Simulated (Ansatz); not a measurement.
Species: SnO$_{2}$, charge 0, multiplicity 1. 
Structure (B3LYP-D3(BJ)/def2-TZVP (Ansatz, an electronic-structure program) minimum search):
```xyz
3

Sn     0.0000     0.0000     0.0000
O      0.0000     0.0000    -1.8140
O      0.0000     0.0000     1.8140
```
Charge 0, spin multiplicity 1.

Basis-set convergence of Hartree-Fock and CCSD(T) correlation energies (hartree) with Ansatz. Valence correlation only, unless marked. Spin-orbit coupling is left out. Frozen are the shells of the preceding noble gas and the d and f shells that filled before the atom's block. Past Kr the def2 sets carry scalar-relativistic core potentials.

The Hartree-Fock reference is unstable (checked in the largest basis), which strains HF and MP2. The T1 diagnostic of CCSD in the largest basis is 0.034, which is high, so the coupled-cluster rows are less sure than usual.

| basis | functions | E(HF) | E(corr, CCSD(T)) | rough core time |
|---|---|---|---|---|
| def2-SVP | 54 | -362.79493 | -0.49941 | under 20 s |
| def2-TZVPP | 112 | -363.02144 | -0.61496 | under 20 s |
| def2-QZVPP | 196 | -363.03170 | -0.65711 | 24 s |

Extrapolating the two largest sets (X = 3 and 4) as X^-3: E(corr) = (64·(-0.65711) - 27·(-0.61496))/37 = -0.6879 Eh, an estimate of the basis-set limit. The largest set recovers 95.5 % of it, the smallest 72.6 %.
